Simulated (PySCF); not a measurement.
## EPR parameters of C7H11O

Compound: C₇H₁₁O (doublet state).
Cartesian coordinates in Å at the GFN2-xTB level; atoms count from 1:
```xyz
19
C7H11O angstrom
C     -3.1358   -0.0437    0.1882
O     -2.0104    0.5357    0.7902
C     -0.7908   -0.0377    0.4997
C     -0.4638   -0.7679   -0.7656
C      1.0288   -0.6342   -0.8226
C      1.5204    0.1029    0.1647
C      2.9463    0.4471    0.4239
C      0.4319    0.5999    1.0766
H     -3.1826   -1.1220    0.3771
H     -3.1456    0.1246   -0.8946
H     -4.0048    0.4404    0.6323
H     -0.7714   -1.8228   -0.7475
H     -0.9379   -0.3215   -1.6529
H      1.6018   -1.1032   -1.6047
H      3.0693    1.5278    0.4858
H      3.5868    0.0637   -0.3663
H      3.2699    0.0219    1.3737
H      0.3678    1.6968    1.0768
H      0.6103    0.3015    2.1173
```

The hyperfine couplings belong to this conformer and change with its torsions.

Identity: `CO[C]1CC=C(C)C1` [radical].

Method used: UKS B3LYP, pcH-1 on C H O, non-relativistic, mean-field spin-orbit, GIAO in PySCF. The structure is a single GFN2-xTB conformer in the gas phase; no vibrational or solvent corrections. The geometry wasn't refined by DFT: couplings that depend on bond lengths, twists or pyramidal angles can differ widely from those at the functional's own minimum. The SCF solution wasn't tested for stability.

| Property | Result |
| --- | --- |
| g1, g2, g3 | 2.00208, 2.00327, 2.00406 |
| g_iso | 2.00314 |
| Form of g | rhombic: the two nearest values differ by 40 % of g3 − g1 |
| ⟨S²⟩ | 0.7536 (exact 0.7500) |
| α and β electrons | 31, 30 |

Hyperfine couplings atom by atom, in G; T1 to T3 are the principal values of the dipolar part (MHz turned into gauss with g_iso; 10 G = 1 mT):

```csv
atom,isotope,a_iso,T1,T2,T3,Mulliken spin population
C1,13C,-0.1,-0.6,-0.3,0.9,-0.01
O2,17O,-7.3,-20.3,9.6,10.7,0.10
C3,13C,54.2,-27.7,-27.0,54.7,0.85
C4,13C,-4.8,-1.0,-0.4,1.4,-0.06
C5,13C,0.9,-0.5,-0.2,0.7,0.01
C6,13C,0.8,-0.4,-0.3,0.8,0.00
C7,13C,-0.2,-0.1,-0.1,0.2,0.00
C8,13C,-7.4,-0.8,-0.3,1.0,-0.06
H9,1H,4.2,-1.5,-1.3,2.7,0.02
H10,1H,5.1,-1.1,-1.0,2.1,0.01
H11,1H,-0.5,-1.1,-0.9,2.0,0.00
H12,1H,31.7,-1.9,-1.7,3.5,0.03
H13,1H,28.0,-1.6,-1.1,2.7,0.05
H14,1H,-0.1,-0.6,-0.5,1.1,0.00
H15,1H,0.2,-0.4,-0.3,0.7,0.00
H16,1H,0.0,-0.3,-0.2,0.5,0.00
H17,1H,0.0,-0.3,-0.3,0.7,0.00
H18,1H,27.6,-1.5,-1.2,2.7,0.05
H19,1H,31.9,-1.9,-1.6,3.4,0.03
```

Largest spin populations (Mulliken): C3 (+0.85), O2 (+0.10), C8 (-0.06) and C4 (-0.06). C3 is the only atom above +0.15. The angles at C3 add up to 353.6°, so it is slightly pyramidal.

Axes: g3 points within 8° of the C3–C8 bond.

Under fast tumbling the dipolar parts average out, and these isotropic splittings remain: 2 × 1H (H12/H13, I = 1/2, 3 lines) with 2.98 mT, 2 × 1H (H18/H19, I = 1/2, 3 lines) with 2.97 mT and 3 × 1H (H9/H10/H11, I = 1/2, 4 lines) with 0.29 mT.

Means are taken over nuclei equivalent by connectivity, which assumes that they swap fast. The three 1H nuclei of mean +8.2 MHz run from -1.3 to 14.3 MHz in the frozen geometry. The 1H value of +83.4 MHz is a mean of couplings from 77.3 to 89.4 MHz in this one geometry, not an average over conformers. The 1H value of +83.7 MHz is a mean of couplings from 78.6 to 88.7 MHz in this one geometry, not an average over conformers.

The 13C coupling of C3 (152.1 MHz) shows only in satellite lines or after enrichment, since that isotope makes up about 1.07 % of natural carbon.

The 17O coupling of O2 (-20.5 MHz) shows only in satellite lines or after enrichment, since that isotope makes up about 0.038 % of natural oxygen.

Hardware: one thread of an Arm Neoverse V1, shared host with 32 logical CPUs at a one-minute load of 22. Cost: 95 s wall (with the writing of density and orbital grids), 0.97 GiB resident at most.
